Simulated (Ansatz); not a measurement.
Molecule (SMILES): [F][Ga] (F-Ga) (closed-shell singlet).
Atoms: Ga1, F2. Bonds: Ga1-F2.

Basis-set convergence of the highest harmonic wavenumber at MP2 with Ansatz (a program for electronic structure). Each level at its own minimum, finite differences of forces, unscaled; the reference is a large set that could be run, not a limit. Cartesian d functions, on some or all atoms, in 6-31G**; all else is spherical. Cores are frozen (with 3d on Ga to Br). No added dispersion term, no relativity. Reference: the value in pcseg-3, 620 cm⁻¹, itself unsure by roughly 8 cm⁻¹ (its mean distance from cc-pVQZ, aug-pcseg-2, aug-cc-pVTZ).

| basis | functions | highest harmonic wavenumber (cm⁻¹) |
|---|---|---|
| STO-3G | 23 | ___ |
| def2-SVP | 46 | 672 |
| 6-31G** | 50 | ___ |
| 6-311G** | 62 | 644 |
| cc-pVTZ | 73 | 636 |
| def2-TZVPP | 79 | ___ |
| def2-TZVPPD | 94 | ___ |
| aug-pcseg-2 | 105 | 614 |
| def2-QZVP | 132 | 624 |

What belongs in the gaps?


- STO-3G, highest harmonic wavenumber (cm⁻¹): 1081
- 6-31G**, highest harmonic wavenumber (cm⁻¹): 665
- def2-TZVPP, highest harmonic wavenumber (cm⁻¹): 630
- def2-TZVPPD, highest harmonic wavenumber (cm⁻¹): 616
